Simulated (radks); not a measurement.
Values are calculated unless marked as measured or tabulated.
Problem. Radial electron density D(r) = 4 pi r^2 rho(r) of an atom or ion with 33 electrons. Level of theory: Dirac Kohn-Sham, PBE, spin-unpolarised, spherical densities, finite nucleus; Fermi nuclear charge, rms radius of each element as measured or else 0.836 A^(1/3) + 0.57 fm (a radial shooting solver on a logarithmic mesh with Libxc functionals).

```
   r/bohr * D(r) (the largest magnitude, 55.4, reaches the edge; | marks zero)
 0.001547 |*
 0.002015 | *
 0.002603 |  *
 0.003389 |    *
 0.004378 |      *
 0.005701 |          *
 0.007423 |               *
 0.009589 |                     *
  0.01249 |                            *
  0.01613 |                                    *
    0.021 |                                          *
  0.02713 |                                             *
  0.03533 |                                            *
  0.04563 |                                       *
  0.05942 |                                     *
  0.07676 |                                         *
  0.09995 |                                                  *
   0.1291 |                                                      *
   0.1681 |                                              *
   0.2189 |                                  *
   0.2828 |                               *
   0.3682 |                                     *
   0.4756 |                                    *
   0.6193 |                       *
      0.8 |           *
    1.042 |     *
    1.346 |    *
    1.752 |  *
    2.263 |*
    2.947 *
    3.807 *
    4.957 *
```

What is the nuclear charge?

Solution. Z = 37. The innermost maximum, from 1s, lies near gamma/Z bohr with gamma = sqrt(1 - (Z/c)^2) = 0.963, here 0.026 bohr (found: 0.0282), and its height grows with Z. The density is that of the rubidium ion Rb4+ in [Ar] 3d10 4s2 4p3; the configuration itself is not fixed sharply by these data, and Z only to a few units. D(r) has 3 maxima, at r = 0.0282, 0.126, 0.412 bohr, and minima at 0.0585, 0.263 bohr, inside which lie 2.08, 11.05 electrons.
